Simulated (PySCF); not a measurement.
SMILES C=[CH][Ge]([Cl])([CH]=C)[CH]=C at its GFN2-xTB optimised geometry (Å):

```
17

C     -1.3008    -2.3035    -2.7026
C     -0.8007    -2.9135    -1.6424
Ge    -0.2196    -1.9722     0.0000
Cl     1.9094    -1.9722     0.0000
C     -0.8368    -0.0930     0.0000
C     -0.0361     0.9577    -0.0063
C     -0.8182    -2.9509     1.6124
C     -0.0100    -3.4154     2.5488
H     -1.5960    -2.8379    -3.5939
H     -1.4350    -1.2328    -2.7250
H     -0.6722    -3.9885    -1.6514
H     -1.9094     0.0503     0.0165
H      1.0367     0.8434    -0.0178
H     -0.4074     1.9722     0.0006
H     -1.8866    -3.0959     1.7058
H     -0.3716    -3.9441     3.4186
H      1.0586    -3.2839     2.4808
```

Level of theory: PBE0/def2-SVP run with PySCF. Cells within 0.4 Å of a nucleus heavier than hydrogen are left out (blank, or x).

Map of the Laplacian of the electron density (e/bohr⁵), clipped to [-1.50, 1.50] on the plane z = 0.0 Å:

```
|555555555555555555555555555|
|555555555555555555555555555|
|555555555555555555555555555|
|555555555555555555555555555|
|555555555555555555555555555|
|555555555555555555555555555|
|555555555554355555555555555|
|555555555552045555555555555|
|555555555554135555555555555|
|555555555555xx5445555555555|
|555555555554xxx103555555555|
|5555555555532x4324555555555|
|555555433481255555555555555|
|5555554015xx455555555555555|
|5555555444xx455555555555555|
|555555555533455555555555555|
|555555555544455555555555555|
|555555555556985555434555555|
|555555555569999554599355555|
|555555555599xx9653xxx555555|
|555555555599xx96539xx455555|
|555555555569999554396355555|
|555555555555775555544555555|
|555555555555555555555555555|
|555555555555555555555555555|
|555555555555555555555555555|
|555555555555555555555555555|
```
Scale: ten equal steps from -1.50 (start of '0') to 1.50 (end of '9'), in the order '0123456789'; x runs from -4.00 to 4.00, y from -4.00 (bottom) to 4.00 (top).
